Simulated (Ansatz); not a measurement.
```yaml
crystal:
  periodic: [false, false, false]
  atoms:
    - {symbol: Al, position_ang: [0.098451, 2.364610, -0.214023]}
    - {symbol: O, position_ang: [0.430159, 0.821743, -1.012859]}
    - {symbol: P, position_ang: [0.620908, 0.018993, 0.396419]}
    - {symbol: Si, position_ang: [-0.539170, -1.902627, 0.153059]}
    - {symbol: H, position_ang: [-1.418518, 2.748344, -0.000870]}
    - {symbol: H, position_ang: [1.321772, 3.342187, -0.008116]}
    - {symbol: H, position_ang: [1.931875, -0.527833, 0.327774]}
    - {symbol: H, position_ang: [-0.171718, -2.583009, -1.114941]}
    - {symbol: H, position_ang: [-0.205473, -2.761052, 1.319918]}
    - {symbol: H, position_ang: [-1.985085, -1.572456, 0.156641]}
basis:
  gaussian: {orbitals: def2-mTZVPP}
hamiltonian: {xc: {name: HF}}
correlation: {active_space: {window: {electrons: 6, orbitals: 2}}}
accuracy: high
```

```sh
$ ansatz run in.yaml --threads 2 --pin off --events-out ev --progress --plain --max-ram 4352MiB
```

Output, abridged:

```
Functional definition: HF
2669 factors; integrals over basis functions are off by at most 1.1e-8 eV
mean field evaluation 1: about -25847.4794 eV, gradient 4.1e1 eV
mean field evaluation 2: about -25847.5438 eV, gradient 4.1e1 eV
mean field evaluation 4: about -25851.2747 eV, gradient 3.5e0 eV
mean field evaluation 8: about -25851.3441 eV, gradient 1.4e-1 eV
mean field evaluation 16: about -25851.3443 eV, gradient 1.1e-8 eV
mean field -25851.34425235 eV, -950.0193786035 hartree, gradient 1.1e-8 eV, S^2 0.000000; 0 other end points of the search recorded, 0 dependent functions left out
reference -25851.34425235 eV, -950.0193786035 hartree; 28, 28 occupied and 102, 102 virtual orbitals, 2669 factors
Error: 6 electrons in 2 orbitals form no window around the highest filled level of the reference
```

Question: Something in this input is off. What?

Answer: The active space doesn't fit the electrons. The run stopped with an error.
